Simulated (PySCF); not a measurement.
A calculated (B3LYP, PySCF 2.14, Sapporo-DKH3-DZP-2012, the spin-free X2C one-electron Hamiltonian (Gaussian nucleus)) atom or ion has these occupied shells.

```json
{"shell": "1s α", "electrons": "1", "orbital energy (eV)": "-11755.6", "rms radius, mean of both spins (bohr)": "0.0524"}
{"shell": "1s β", "electrons": "1", "orbital energy (eV)": "-11755.4", "rms radius, mean of both spins (bohr)": "0.0524"}
{"shell": "2s α", "electrons": "1", "orbital energy (eV)": "-1503.4", "rms radius, mean of both spins (bohr)": "0.220"}
{"shell": "2s β", "electrons": "1", "orbital energy (eV)": "-1503.3", "rms radius, mean of both spins (bohr)": "0.220"}
{"shell": "2p α", "electrons": "3", "orbital energy (eV)": "-1318.2", "rms radius, mean of both spins (bohr)": "0.196"}
{"shell": "2p β", "electrons": "3", "orbital energy (eV)": "-1318.1", "rms radius, mean of both spins (bohr)": "0.196"}
{"shell": "3s α", "electrons": "1", "orbital energy (eV)": "-196.75", "rms radius, mean of both spins (bohr)": "0.642"}
{"shell": "3s β", "electrons": "1", "orbital energy (eV)": "-196.54", "rms radius, mean of both spins (bohr)": "0.642"}
{"shell": "3p α", "electrons": "3", "orbital energy (eV)": "-138.96", "rms radius, mean of both spins (bohr)": "0.669"}
{"shell": "3p β", "electrons": "3", "orbital energy (eV)": "-138.70", "rms radius, mean of both spins (bohr)": "0.669"}
{"shell": "3d α", "electrons": "5", "orbital energy (eV)": "-43.685", "rms radius, mean of both spins (bohr)": "0.760"}
{"shell": "3d β", "electrons": "5", "orbital energy (eV)": "-43.423", "rms radius, mean of both spins (bohr)": "0.760"}
{"shell": "4s α", "electrons": "1", "orbital energy (eV)": "-16.723", "rms radius, mean of both spins (bohr)": "2.09"}
{"shell": "4s β", "electrons": "1", "orbital energy (eV)": "-14.013", "rms radius, mean of both spins (bohr)": "2.09"}
{"shell": "4p α", "electrons": "3", "orbital energy (eV)": "-6.685", "rms radius, mean of both spins (bohr)": "2.71"}
```

Question: Name the element and its charge.

Answer: As (arsenic, neutral), in [Ar] 3d10 4s2 4p3, high-spin 4S determinant.
